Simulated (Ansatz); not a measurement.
Job for Ansatz (a first-principles code): R-SVWN5/def2-TZVPPD on GeH4 (SMILES [GeH4]). Files ending in .json are basis or fitting sets from the Basis Set Exchange.

Ansatz 0.2 input:
```yaml
crystal:
  periodic: [false, false, false]
  atoms:
    - {symbol: Ge, position_ang: [-0.00979652, 0.18848539, 3.50021549]}
    - {symbol: H, position_ang: [-0.13759747, 0.33894849, 5.02658266]}
    - {symbol: H, position_ang: [-1.01675587, -0.86828753, 3.02072129]}
    - {symbol: H, position_ang: [1.41466098, -0.26275115, 3.15253350]}
    - {symbol: H, position_ang: [-0.31478906, 1.53383120, 2.82948804]}
basis:
  gaussian:
    orbitals: def2-TZVPPD.json
hamiltonian:
  xc: {name: SVWN5}
scf: {lower_state_search: off}
```

Output:

```
WARN ansatz: RAYON_NUM_THREADS=2 ignored (pool sized by the plan → 2); use --threads N
Functional definition: SVWN5
these checks for a lower state are left out or cut short: stability, starts, cluster_reference, orbital_swaps, neighbouring_geometries, increment
integrals: 0.03 GiB planned
609 factors; their error is unknown
mean field: 0.30 GiB planned
mean field evaluation 1: about -56495.0137 eV, gradient 2.8e1 eV
mean field evaluation 2: about -56495.4656 eV, gradient 3.0e1 eV
mean field evaluation 4: about -56496.0175 eV, gradient 8.2e-1 eV
mean field evaluation 8: about -56496.0150 eV, gradient 3.6e-4 eV
mean field -56496.01503333 eV, -2076.1902581003 hartree, gradient 2.3e-6 eV, S^2 0.000000; 0 other end points of the search recorded, 0 dependent functions left out
reference -56496.01506330 eV, -2076.1902592019 hartree; 18, 18 occupied and 104, 104 virtual orbitals, 609 factors
Total energy: -56496.01506330 eV, -2076.1902592019 hartree
Checks for a lower state left out: stability, starts, cluster_reference, orbital_swaps, neighbouring_geometries, increment
```

The run converged.

Cost: roughly 0.7 core-seconds.
